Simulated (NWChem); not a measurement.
System: CH$_{4}$SeZn; SMILES [Zn]([SeH])[CH3]

Here is an NWChem input.

```
start job
memory heap 200 mb stack 900 mb global 1100 mb
geometry units angstroms noautoz
  Zn     0.043769    -0.836264    -0.000557
  C      0.140169    -2.775780     0.000611
  H     -0.318981    -3.196319    -0.907709
  H     -0.382633    -3.196847     0.873736
  H      1.187812    -3.114016     0.038967
  Se    -0.049957     1.466586    -0.004924
  H     -1.489065     1.422653     0.306478
end
basis spherical
  * library aug-pcseg-1
end
dft
  xc pbe0
  iterations 150
  mulliken
end
task dft energy
```

Structure relaxed at the PBE0/def2-SVP level.

Q: What results follow from this input? (PBE0/aug-pcseg-1.) Quantities: basis functions; energy (Ha); highest occupied level (eV); orbital gap (eV); dipole (D).

A: 
```json
{
 "number_of_basis_functions": "142",
 "energy (Ha)": "-4220.44",
 "highest occupied level (eV)": "-6.82",
 "orbital gap (eV)": "6.06",
 "dipole (D)": "1.72"
}
```
